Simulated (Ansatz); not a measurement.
Consider the ligand exchange at the Al–F bond: `CC(C)[NH][AlH][F]` + HCl → `CC(C)[NH][AlH][Cl]` + H–F.

Computed with Ansatz on PBE0-D4/def2-TZVP structures; ΔE is electronic, products minus reactants. CBS: MP2 limit from def2 TZ/QZ plus the TZ coupled-cluster correction, frozen cores. This one scheme is used for every species. Functionals use def2-TZVPP. B3LYP here is the variant with VWN-RPA as its local correlation; programs differ in this. Each species was taken in one conformer, which may not be the lowest.

| level | ΔE (kJ/mol) | difference from CCSD(T)/CBS |
| --- | --- | --- |
| PBE-D4 | 16.3 | -0.9 |
| B2PLYP | 24.0 | 6.8 |
| PBE | 18.9 | 1.7 |
| PBE0 | 15.2 | -2.0 |
| B3LYP | 26.6 | 9.4 |
| CCSD/def2-TZVPP | 21.2 | 4.0 |
| CCSD(T)/def2-TZVPP | 19.9 | 2.7 |
| HF/def2-QZVPP | 23.2 | 6.0 |
| SCS-MP2/def2-QZVPP | 20.5 | 3.3 |
| HF/CBS(def2) | 23.5 | 6.3 |
| CCSD(T)/CBS | 17.2 | 0 |

Largest T1 diagnostic among the species: 0.011.

The D4 term adds −4.3 kJ/mol with B3LYP and −2.4 kJ/mol with PBE0; it sums over pairs of atoms, weighted by their polarisabilities, and B3LYP, whose exchange is more repulsive, gets the larger term. From PBE to PBE0 (25 % exact exchange), in def2-TZVPP and without D4, ΔE moves by −3.8 kJ/mol.
